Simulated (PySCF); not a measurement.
**TiF4: breathing scan**

These are results of B3LYP/[Ti def2-SVP, F def2-SVP], no relativity, density fitting, PySCF, not measurements.

Rigid scan from the singlet minimum (Ti–F 1.735 Å (×4); F–Ti–F 109.5° (×6)). Coordinate: all bonds to the central atom scaled together. Energies in kJ/mol from the minimum.

Problem. Predict the curve at 0.88, 0.92, 0.96, 1.00, 1.04, 1.08, 1.14, 1.22, 1.35.

Solution. 
```
scale of all bonds to the centre  E (kJ/mol)
                            0.88       477.4
                            0.92       185.2
                            0.96        40.5
                            1.00         0.0
                            1.04        31.2
                            1.08       110.3
                            1.14       282.4
                            1.22       556.8
                            1.35      1011.5
```

At long bonds a restricted determinant can lie too high, and another spin state can fall below this curve.

Other isomers or separated fragments may lie lower.

The scan took 30 s on 2 threads of a shared Intel Xeon Platinum 8488C (Sapphire Rapids) host; the process peaked at 1.2 GiB.
